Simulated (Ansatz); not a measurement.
Reaction (isomerisation): `OCC[SiH2]S` → `CO[SiH2]SC`

Computed with Ansatz on PBE0-D4/def2-TZVP structures; ΔE is electronic, products minus reactants. CCSD(T)/CBS adds triple-zeta CCSD(T) − MP2 to the extrapolated MP2 energy (def2 sets, frozen cores). Functionals use def2-TZVPP. B3LYP here is the variant with VWN-RPA as its local correlation; programs differ in this. Each species was taken in one conformer, which may not be the lowest.

**Question.** Is it downhill or uphill in electronic energy at CCSD(T)/CBS, and by how much? (Best estimate.)

**Answer.** Computed: Downhill: ΔE = -76.5 kJ/mol.

**Question.** What do these levels give: PBE0-D4, B3LYP-D4, PBE0, B3LYP, MP2/def2-TZVPP, HF/CBS(def2)? (Best estimate.)

**Answer.** The calculation gave: PBE0-D4 -71.2, B3LYP-D4 -83.3, PBE0 -71.9, B3LYP -84.5, MP2/def2-TZVPP -77.2, HF/CBS(def2) -93.9 kJ/mol.

Largest T1 diagnostic among the species: 0.011.

In def2-TZVPP, CCSD(T) changes the Hartree–Fock value by +17.8 kJ/mol (the triples alone add +0.8 kJ/mol) and MP2 by +14.7 kJ/mol.
